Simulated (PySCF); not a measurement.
Geometry (Å), atoms numbered from 1 in this order:
```xyz
17

C     0.302   -0.986   -1.645
Si   -0.004   -0.165    0.039
C    -1.688   -0.598    0.805
C     1.449   -0.323    1.250
C    -0.131    1.758   -0.351
F    -0.382    2.488    0.761
F    -1.150    2.042   -1.195
Cl    1.368    2.398   -1.086
H    -0.491   -0.750   -2.350
H     0.347   -2.066   -1.550
H     1.238   -0.652   -2.082
H    -2.502   -0.388    0.116
H    -1.870   -0.024    1.710
H    -1.741   -1.651    1.065
H     1.583   -1.353    1.566
H     2.379    0.007    0.795
H     1.288    0.277    2.141
```

Relativity neglected, no solvent, equivalent nuclei averaged, single conformer. Shielding tensors at PBE0/pcSseg-1 (GIAO); geometry from GFN2-xTB; PySCF 2.14.0 with density-fitted response routines.

Chemical shifts δ = σref − σ; TMS for ¹³C (σ = 186.93 ppm) and ¹H (σ = 31.72 ppm) and ²⁹Si (σ = 349.16 ppm); CFCl3 for ¹⁹F (σ = 170.95 ppm); ³⁵Cl (σ = 949.78 ppm) vs HCl, all at this level.

```json
{"atoms": "Cl8", "nucleus": "³⁵Cl", "count": "1", "δ (ppm)": "319"}
{"atoms": "F6/F7", "nucleus": "¹⁹F", "count": "2", "δ (ppm)": "-76.3"}
{"atoms": "H9/H10/H11/H12/H13/H14/H15/H16/H17", "nucleus": "¹H", "count": "9", "δ (ppm)": "?"}
{"atoms": "C5", "nucleus": "¹³C", "count": "1", "δ (ppm)": "146.9"}
{"atoms": "Si2", "nucleus": "²⁹Si", "count": "1", "δ (ppm)": "?"}
{"atoms": "C1/C3/C4", "nucleus": "¹³C", "count": "3", "δ (ppm)": "-3.8"}
```

Task: Fill in the missing shifts.

Result: 
- H9/H10/H11/H12/H13/H14/H15/H16/H17: 0.30 ppm, hydrogen on a methyl carbon bonded to Si; an electropositive neighbour shields it, as in TMS itself
- Si2: 10.1 ppm, silicon bonded to 4 C

Carbons that carry Cl, above all several Cl atoms, come out too deshielded, partly because spin–orbit coupling is missing. Shifts are as computed. Against solution values, carbons near 30 ppm lie about +3 ppm off and those near 130 ppm about +5 ppm; carbons on Cl a further +6 ppm. Of 1211 compounds with measured shifts, 218 miss one by over three times the rms of a fit or turn the order of signals round; such compounds aren't used in these exercises. Unscaled 19F shifts against computed CFCl3 carry errors that often reach 10 to 50 ppm.
